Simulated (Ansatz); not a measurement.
Born–Oppenheimer molecular dynamics of CH₇BFNSi (12 atoms, charge 0, multiplicity 1). It goes on from the last frame of an earlier run, with new velocities.

The calculation used Ansatz, RKS B3LYP-D4/STO-3G.

```
ensemble             : NVT, Langevin thermostat
time step            : 0.5 fs
steps asked          : 266
set temperature      : 300 K
friction             : 0.005 /fs
temperature schedule : 66 steps to 300 K, then 200 steps to 10 K
seed                 : 199726
```

Frames 0.5 fs apart, positions in Å, forces in eV/Å.

Velocities at 55.0 fs (Å/ps):

```
B -2.65 4.33 4.83
Si 5.45 -7.29 -1.01
F 5.21 4.83 -5.05
C -3.71 3.82 4.24
N 0.59 -1.26 -5.75
H 15.39 29.16 -3.28
H -17.25 15.34 -19.22
H -17.63 10.94 -10.94
H 17.65 5.20 7.31
H -28.74 10.15 6.11
H -42.78 23.60 12.85
H -3.83 -12.92 12.26
```

```xyz
12
Properties=species:S:1:pos:R:3:forces:R:3 time_fs=55.0 energy_less_start_eV=-0.096 T=408
B -0.478 1.429 0.573 0.32 2.07 1.31
Si -1.165 -0.372 0.906 0.93 -0.07 -0.57
F -0.779 -1.357 2.148 0.68 -0.21 0.52
C -0.060 -0.709 -0.683 -0.27 1.11 0.53
N 0.487 0.820 -0.636 1.25 -2.53 2.97
H 0.208 2.004 1.398 -0.33 -1.04 -0.75
H -1.244 2.249 0.199 0.09 -0.62 -0.52
H -2.462 -0.843 0.645 -1.43 -0.09 -0.63
H -0.544 -0.913 -1.654 -0.30 0.59 -0.02
H 0.783 -1.386 -0.668 0.96 -0.43 0.38
H 1.540 0.827 -0.278 -2.09 -0.01 -1.22
H 0.438 1.234 -1.559 0.18 1.21 -2.00
12
Properties=species:S:1:pos:R:3:forces:R:3 time_fs=55.5 energy_less_start_eV=-0.109 T=423
B -0.479 1.431 0.576 0.21 2.28 1.17
Si -1.162 -0.376 0.905 0.57 0.11 -0.72
F -0.777 -1.355 2.146 0.70 -0.34 0.64
C -0.062 -0.707 -0.681 -0.43 1.40 0.61
N 0.488 0.819 -0.639 0.56 -2.60 3.24
H 0.216 2.017 1.395 -0.43 -1.13 -0.83
H -1.253 2.256 0.189 0.28 -0.84 -0.37
H -2.473 -0.837 0.638 -1.13 -0.02 -0.55
H -0.535 -0.910 -1.650 -0.46 0.56 -0.22
H 0.770 -1.381 -0.664 1.36 -0.71 0.43
H 1.515 0.839 -0.272 -1.39 -0.08 -1.07
H 0.436 1.229 -1.555 0.17 1.37 -2.34
12
Properties=species:S:1:pos:R:3:forces:R:3 time_fs=56.0 energy_less_start_eV=-0.131 T=452
B -0.480 1.435 0.579 0.09 2.38 1.00
Si -1.159 -0.379 0.905 0.13 0.28 -0.88
F -0.774 -1.352 2.144 0.71 -0.47 0.75
C -0.064 -0.705 -0.679 -0.46 1.59 0.70
N 0.488 0.817 -0.641 -0.42 -2.48 2.98
H 0.222 2.028 1.391 -0.50 -1.17 -0.85
H -1.260 2.261 0.178 0.44 -1.01 -0.23
H -2.487 -0.831 0.630 -0.76 0.07 -0.44
H -0.527 -0.905 -1.647 -0.61 0.50 -0.41
H 0.760 -1.378 -0.659 1.62 -0.90 0.45
H 1.487 0.849 -0.269 -0.43 -0.12 -0.80
H 0.434 1.228 -1.558 0.18 1.34 -2.26
12
Properties=species:S:1:pos:R:3:forces:R:3 time_fs=56.5 energy_less_start_eV=-0.151 T=465
B -0.481 1.438 0.582 -0.03 2.36 0.79
Si -1.156 -0.383 0.904 -0.34 0.45 -1.05
F -0.771 -1.350 2.142 0.72 -0.60 0.86
C -0.067 -0.702 -0.676 -0.32 1.62 0.77
N 0.489 0.815 -0.642 -1.64 -2.20 2.21
H 0.228 2.036 1.385 -0.52 -1.16 -0.83
H -1.266 2.263 0.169 0.55 -1.11 -0.11
H -2.502 -0.826 0.620 -0.35 0.15 -0.32
H -0.520 -0.900 -1.644 -0.72 0.45 -0.57
H 0.755 -1.377 -0.653 1.68 -0.95 0.46
H 1.457 0.859 -0.267 0.77 -0.14 -0.41
H 0.433 1.231 -1.565 0.21 1.13 -1.81
12
Properties=species:S:1:pos:R:3:forces:R:3 time_fs=57.0 energy_less_start_eV=-0.152 T=469
B -0.482 1.443 0.586 -0.13 2.22 0.57
Si -1.153 -0.387 0.904 -0.82 0.65 -1.21
F -0.769 -1.348 2.139 0.73 -0.72 0.97
C -0.069 -0.700 -0.674 -0.04 1.47 0.75
N 0.489 0.813 -0.643 -3.00 -1.80 1.09
H 0.233 2.041 1.376 -0.51 -1.10 -0.75
H -1.271 2.263 0.159 0.61 -1.15 0.00
H -2.519 -0.819 0.610 0.05 0.23 -0.20
H -0.515 -0.893 -1.643 -0.78 0.39 -0.63
H 0.754 -1.378 -0.646 1.55 -0.84 0.44
H 1.428 0.869 -0.267 2.09 -0.13 0.07
H 0.431 1.236 -1.577 0.25 0.79 -1.09
12
Properties=species:S:1:pos:R:3:forces:R:3 time_fs=57.5 energy_less_start_eV=-0.132 T=455
B -0.483 1.448 0.589 -0.22 1.98 0.33
Si -1.150 -0.391 0.903 -1.26 0.86 -1.36
F -0.766 -1.346 2.138 0.73 -0.84 1.07
C -0.071 -0.697 -0.671 0.35 1.18 0.65
N 0.488 0.810 -0.644 -4.22 -1.36 -0.09
H 0.238 2.042 1.366 -0.46 -1.00 -0.63
H -1.274 2.260 0.149 0.62 -1.13 0.08
H -2.534 -0.811 0.598 0.41 0.28 -0.07
H -0.512 -0.886 -1.644 -0.79 0.35 -0.60
H 0.756 -1.381 -0.638 1.26 -0.62 0.40
H 1.404 0.879 -0.266 3.28 -0.09 0.53
H 0.431 1.243 -1.591 0.29 0.41 -0.31
12
Properties=species:S:1:pos:R:3:forces:R:3 time_fs=58.0 energy_less_start_eV=-0.107 T=443
B -0.485 1.453 0.592 -0.30 1.64 0.07
Si -1.147 -0.394 0.902 -1.65 1.09 -1.48
F -0.763 -1.344 2.136 0.74 -0.96 1.18
C -0.074 -0.693 -0.668 0.78 0.77 0.48
N 0.487 0.807 -0.645 -4.99 -0.91 -1.06
H 0.242 2.041 1.354 -0.38 -0.85 -0.46
H -1.276 2.254 0.139 0.59 -1.05 0.14
H -2.548 -0.802 0.585 0.72 0.31 0.04
H -0.511 -0.878 -1.646 -0.73 0.30 -0.49
H 0.762 -1.386 -0.630 0.85 -0.32 0.33
H 1.388 0.888 -0.263 4.04 -0.05 0.84
H 0.431 1.251 -1.605 0.33 0.04 0.42
12
Properties=species:S:1:pos:R:3:forces:R:3 time_fs=58.5 energy_less_start_eV=-0.101 T=438
B -0.486 1.459 0.595 -0.38 1.22 -0.20
Si -1.144 -0.398 0.901 -1.97 1.34 -1.59
F -0.760 -1.342 2.134 0.75 -1.08 1.28
C -0.076 -0.690 -0.665 1.22 0.32 0.26
N 0.485 0.804 -0.646 -5.09 -0.45 -1.65
H 0.246 2.038 1.341 -0.27 -0.67 -0.26
H -1.277 2.245 0.129 0.53 -0.93 0.19
H -2.559 -0.793 0.573 0.96 0.31 0.14
H -0.513 -0.870 -1.649 -0.65 0.25 -0.32
H 0.770 -1.391 -0.621 0.40 0.02 0.25
H 1.381 0.897 -0.259 4.15 -0.05 0.89
H 0.432 1.258 -1.619 0.35 -0.28 1.03
12
Properties=species:S:1:pos:R:3:forces:R:3 time_fs=59.0 energy_less_start_eV=-0.119 T=441
B -0.488 1.465 0.598 -0.45 0.73 -0.49
Si -1.142 -0.401 0.901 -2.23 1.60 -1.67
F -0.757 -1.340 2.132 0.75 -1.19 1.37
C -0.078 -0.686 -0.662 1.62 -0.13 0.02
N 0.482 0.801 -0.648 -4.45 0.03 -1.76
H 0.250 2.032 1.328 -0.12 -0.45 -0.03
H -1.276 2.235 0.119 0.42 -0.77 0.21
H -2.567 -0.784 0.561 1.14 0.30 0.22
H -0.516 -0.860 -1.652 -0.54 0.19 -0.13
H 0.778 -1.397 -0.610 -0.05 0.35 0.15
H 1.383 0.906 -0.252 3.56 -0.13 0.64
H 0.433 1.265 -1.630 0.36 -0.54 1.46
12
Properties=species:S:1:pos:R:3:forces:R:3 time_fs=59.5 energy_less_start_eV=-0.143 T=458
B -0.489 1.471 0.601 -0.52 0.19 -0.77
Si -1.139 -0.404 0.900 -2.42 1.86 -1.73
F -0.754 -1.338 2.131 0.75 -1.29 1.46
C -0.080 -0.683 -0.659 1.93 -0.54 -0.23
N 0.478 0.797 -0.650 -3.27 0.52 -1.47
H 0.254 2.025 1.314 0.05 -0.20 0.23
H -1.274 2.224 0.110 0.29 -0.56 0.22
H -2.573 -0.774 0.549 1.26 0.28 0.29
H -0.519 -0.850 -1.655 -0.43 0.13 0.08
H 0.786 -1.402 -0.599 -0.44 0.62 0.04
H 1.395 0.915 -0.243 2.46 -0.29 0.17
H 0.435 1.271 -1.638 0.34 -0.72 1.72
12
Properties=species:S:1:pos:R:3:forces:R:3 time_fs=60.0 energy_less_start_eV=-0.144 T=451
B -0.491 1.477 0.604 -0.58 -0.39 -1.03
Si -1.137 -0.407 0.899 -2.55 2.13 -1.77
F -0.751 -1.337 2.130 0.75 -1.38 1.54
C -0.081 -0.680 -0.656 2.15 -0.89 -0.47
N 0.474 0.795 -0.652 -1.89 0.97 -0.94
H 0.258 2.017 1.300 0.24 0.06 0.50
H -1.271 2.211 0.100 0.12 -0.33 0.20
H -2.575 -0.763 0.538 1.32 0.23 0.35
H -0.525 -0.840 -1.657 -0.31 0.06 0.28
H 0.794 -1.406 -0.587 -0.76 0.84 -0.07
H 1.412 0.923 -0.234 1.20 -0.48 -0.38
H 0.438 1.275 -1.641 0.31 -0.82 1.80
12
Properties=species:S:1:pos:R:3:forces:R:3 time_fs=60.5 energy_less_start_eV=-0.110 T=421
B -0.492 1.483 0.607 -0.61 -0.97 -1.25
Si -1.135 -0.410 0.898 -2.63 2.39 -1.80
F -0.748 -1.335 2.129 0.75 -1.46 1.61
C -0.082 -0.677 -0.654 2.26 -1.15 -0.70
N 0.469 0.792 -0.654 -0.56 1.36 -0.31
H 0.262 2.009 1.288 0.43 0.31 0.76
H -1.268 2.197 0.091 -0.06 -0.09 0.16
H -2.574 -0.753 0.528 1.34 0.18 0.39
H -0.531 -0.831 -1.659 -0.19 -0.01 0.46
H 0.799 -1.407 -0.577 -0.97 0.97 -0.18
H 1.431 0.931 -0.225 0.00 -0.67 -0.88
H 0.442 1.277 -1.641 0.26 -0.86 1.74
```

Of the whole run (133 fs, mean temperature of the second half 371 K): The schedule's set-point averaged 106 K over the second half and the system 371 K, so it lags behind the ramp. A run of 0.13 ps of so small a system gives no equilibrium averages. Limits of this set-up: minimal basis.

Run time: 7.9 min on 1 thread of Arm Neoverse V1 (shared host), peak memory 0.087 GiB.
